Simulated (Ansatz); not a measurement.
`F[SiH]([SiH3])O[SiH3]` + `[OH][GaH2]` → `[SiH3][O][GaH2]` + `F[SiH2]O[SiH3]` at 400 K and 1 bar (cleavage of the Si–Si bond).

Gas-phase electronic energies from Ansatz, PBE0-D4/def2-TZVP geometries. CBS: MP2 limit from def2 TZ/QZ plus the TZ coupled-cluster correction, frozen cores. For Ga outer-core shells are correlated without core-valence functions, which leaves a few kJ/mol of doubt a bond. Scalar relativity is left out up to krypton. One conformer a species, not always the lowest.

| species | CCSD(T)/CBS energy (Eh) | H − E (kJ/mol) | S (J/(mol·K)) |
| --- | --- | --- | --- |
| `F[SiH]([SiH3])O[SiH3]` | -1046.55730 | 217.6 | 454.9 |
| `[OH][GaH2]` | -2000.92981 | 89.0 | 281.3 |
| `[SiH3][O][GaH2]` | -2291.24790 | 140.3 | 359.9 |
| `F[SiH2]O[SiH3]` | -756.28164 | 162.6 | 380.8 |

H − E and S are ideal-gas, rigid-rotor, harmonic terms from PBE0-D4/def2-TZVP, for one conformer and one mirror image of each species. 1 Eh = 2625.50 kJ/mol, R = 8.31446 J/(mol·K).

Task: By hand: ΔE, ΔH, ΔS and ΔG.

Result: ΔE = (-2291.24790) + (-756.28164) − (-1046.55730) − (-2000.92981) = -0.04243 Eh = -111.4 kJ/mol. Δ(H − E) = 140.3 + 162.6 − 217.6 − 89.0 = -3.7, so ΔH = -115.1 kJ/mol. ΔS = 359.9 + 380.8 − 454.9 − 281.3 = 4.5 J/(mol·K). ΔG = -115.1 − 400 × (4.5)/1000 = -116.9 kJ/mol.

Task: By hand: the equilibrium constant, and the temperature at which ΔG would vanish if ΔH and ΔS stayed fixed.

Result: log₁₀ K = −ΔG/(RT ln 10) = 15.3. ΔH and −TΔS have one sign here, so there is no such temperature.

The number of gas molecules stays the same, so ΔS is small and ΔH decides. A doubt of 5 kJ/mol in ΔE shifts log₁₀ K by 0.7 here. Other conformers and mirror images would add mixing entropy, several J/(mol·K) or more a flexible species. Modes under 60 cm⁻¹, often nearly free rotors, make the harmonic entropy too high. These are equilibria of isolated gas molecules and say nothing of rates. Largest T1 diagnostic: 0.015 (customary marks: 0.02 for closed shells, 0.045 for open ones).

ΔS is within the doubt of such terms, so its sign, and with it that verdict, could turn.
